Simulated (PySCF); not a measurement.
Molecule: C$_{4}$H$_{2}$ISe, net charge 0, doublet state. It need not be the lowest isomer of its formula. 
Geometry from a B3LYP-D3(BJ)/def2-TZVP (Ansatz) optimisation:
```
C
C 1 1.3556
H 2 1.0781 1 127.55
H 1 1.0811 2 123.35 3 0.00
C 1 1.4408 4 122.08 2 -180.00
C 5 1.3374 1 113.36 4 -180.00
Se 6 1.8586 5 114.71 1 0.00
I 5 2.0969 6 123.37 7 -180.00
```
Charge 0, spin multiplicity 2.

Dispersion corrections to the total energy (kcal/mol) from the dftd3 and dftd4 libraries through PySCF: D3(BJ) without and D4 with the three-body term, each with the damping fitted for the functional named.

```tsv
functional	D3(BJ)	D4
B2PLYP	-6.43	-5.15
PBE0	-6.20	-6.26
B3LYP	-12.86	-12.10
PW6B95	-4.28	…
PBE	-6.75	…
BP86	-12.48	…
BLYP	-15.54	-16.16
```

Question: Fill in the missing entries.

Answer: 
- PW6B95, D4: -6.19
- PBE, D4: -7.35
- BP86, D4: -10.33
